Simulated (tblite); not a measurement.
C₆H₁₁OP.
Geometry (GFN2-xTB, Å), atoms numbered from 1 in this order:
```xyz
19
C6H11OP angstrom
C     -2.0555   -1.0029    0.2512
C     -1.3155    0.1702   -0.3781
C      0.2026    0.1641   -0.1537
C      0.8183    1.3715   -0.8590
C      0.5525    0.1756    1.3306
P      0.8702   -1.4479   -0.9746
C      2.4487   -1.2143   -0.6078
O      3.5952   -1.1770   -0.4027
H     -1.6308   -1.9464   -0.0915
H     -3.1041   -0.9774   -0.0360
H     -1.9986   -0.9712    1.3360
H     -1.7139    1.1059    0.0252
H     -1.5044    0.1714   -1.4554
H      0.3932    2.2901   -0.4550
H      0.6140    1.3424   -1.9280
H      1.8969    1.4015   -0.7165
H      0.0374    0.9999    1.8235
H      1.6238    0.3076    1.4715
H      0.2602   -0.7540    1.8127
```

Computed values, GFN2-xTB/tblite, gas phase, harmonic and unscaled. Errors from tens to a few hundred cm⁻¹ against measured bands are possible. One conformer, not necessarily the lowest.

Harmonic wavenumbers (cm⁻¹): 35.3, 87.6, 100.9, 188.5, 215.4, 237.2, 267.6, 276.3, 299.5, 345.0, 345.7, 381.2, 447.0, 479.5, 577.6, 803.7, 839.8, 863.1, 949.4, 960.4, 1007.6, 1032.6, 1057.0, 1096.1, 1160.4, 1189.2, 1227.0, 1268.4, 1342.1, 1403.7, 1411.3, 1418.9, 1475.2, 1484.9, 1487.8, 1490.7, 1494.7, 1496.2, 1510.5, 2047.8, 2945.9, 2962.9, 3000.6, 3004.0, 3006.2, 3018.6, 3023.8, 3027.4, 3035.5, 3039.2, 3047.0.

A = 2761, B = 1151, C = 1030 MHz; mass 130.055 u (most abundant isotopes); point group C1, symmetry number 1.

**Question.** Zero-point energy?

**Answer.** Half the sum of the wavenumbers: 34457 cm⁻¹ = 412.20 kJ/mol.

**Question.** Give the ideal-gas entropy at 400 K and 1 bar in the rigid-rotor, harmonic-oscillator model (classical rotation).

**Answer.** Translation 175.68, rotation 124.90, vibration 168.93: S = 469.5 J/(mol K).

**Question.** And Cp and H(400 K) − H(0)?

**Answer.** Cp = 198.51 J/(mol K), of which vibrations give 165.25 (their classical limit is 51 R = 424.0); H(400 K) − H(0) = 48.22 kJ/mol without the zero-point energy, 34.92 from vibrations.

**Question.** Which modes carry the vibrational entropy at 400 K?

**Answer.** 35.3 cm⁻¹: 25.48; 87.6 cm⁻¹: 17.95; 100.9 cm⁻¹: 16.79; 188.5 cm⁻¹: 11.70; 215.4 cm⁻¹: 10.64; 237.2 cm⁻¹: 9.88 J/(mol K); the other 45 give 76.49 together.

**Question.** What must be added to the electronic energy to get the Gibbs energy at 400 K and 1 bar?

**Answer.** ZPE + [H(400 K) − H(0)] − T·S = 412.20 + 48.22 − 187.80 = 272.62 kJ/mol.

**Question.** How do the functions run with temperature in this model?

**Answer.** 
| T (K) | S (J/(mol K)) | Cp (J/(mol K)) | H − H(0) (kJ/mol) | G − H(0) (kJ/mol) | ln q(vib) |
| --- | --- | --- | --- | --- | --- |
| 150 | 327.1 | 104.9 | 10.05 | -39.01 | 3.05 |
| 250 | 390.0 | 143.6 | 22.53 | -74.97 | 5.80 |
| 298.15 | 416.8 | 161.4 | 29.87 | -94.41 | 7.11 |
| 600 | 562.2 | 259.6 | 94.34 | -242.96 | 14.93 |
| 900 | 680.2 | 322.1 | 182.31 | -429.87 | 22.05 |

q(vib) and H(0) count from the zero-point level.

**Question.** Blend soft modes into free rotors: weight 1/[1 + (100 cm⁻¹/ν̃)⁴] for the oscillator and the rest for a rotor with moment μB/(μ + B), μ = h/(8π²ν), B = 10⁻⁴⁴ kg m². What vibrational entropy results?

**Answer.** 156.53 J/(mol K) in place of 168.93, which changes −T·S at 400 K by +4.96 kJ/mol.

Hindered rotation and anharmonicity are outside this model. Other conformers, if any are populated, would add a mixing term that is left out. The structure is chiral; the term R ln 2 for an equal mix with its mirror image is left out.
